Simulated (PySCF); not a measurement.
**Electron correlation in K (potassium, neutral)**

[Ar] 4p1, 2P determinant (an excited configuration). All numbers are calculated (PySCF 2.14, the non-relativistic Hamiltonian (point nucleus), in def2-QZVPPD (11s6p4d3f, 70 functions)). Frozen: [Ne]; 9 electrons correlated.

| level | correlation energy (mhartree) |
| --- | --- |
| CCSD | -220.49 |
| (T) | -6.23 |
| CCSD(T) | -226.72 |

Diagnostics: T1 = 0.012, D1 = 0.0518, largest double amplitude 0.026.

Cost of the coupled-cluster step: about 7 core-seconds, for 9 correlated electrons.

This basis was not built for core-valence correlation, so the inner-shell part is incomplete.
